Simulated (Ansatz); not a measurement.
`CC1(C)CC1` + `O[SiH](F)O[SiH2]F` → `CO[SiH](F)O[SiH2]F` + `CC1CC1`  (substitution at a C–C bond)

Isolated molecules relaxed with PBE0-D4/def2-TZVP in Ansatz; ΔE leaves out vibrations. CBS: MP2 limit from def2 TZ/QZ plus the TZ coupled-cluster correction, frozen cores. Functionals use def2-TZVPP. Each species was taken in one conformer, which may not be the lowest.

| species | PBE0-D4 energy (Eh) |
| --- | --- |
| `CC1(C)CC1` | -196.36462 |
| `O[SiH](F)O[SiH2]F` | -931.40615 |
| `CO[SiH](F)O[SiH2]F` | -970.66658 |
| `CC1CC1` | -157.07973 |

Q: Work out ΔE.

A: ΔE = (-970.66658) + (-157.07973) − (-196.36462) − (-931.40615) = 0.02446 Eh = +64.2 kJ/mol. CCSD(T)/CBS gives +69.0 kJ/mol.

Largest T1 diagnostic among the species: 0.012.

In def2-TZVPP, CCSD(T) changes the Hartree–Fock value by +15.4 kJ/mol (the triples alone add +1.6 kJ/mol) and MP2 by +23.4 kJ/mol.
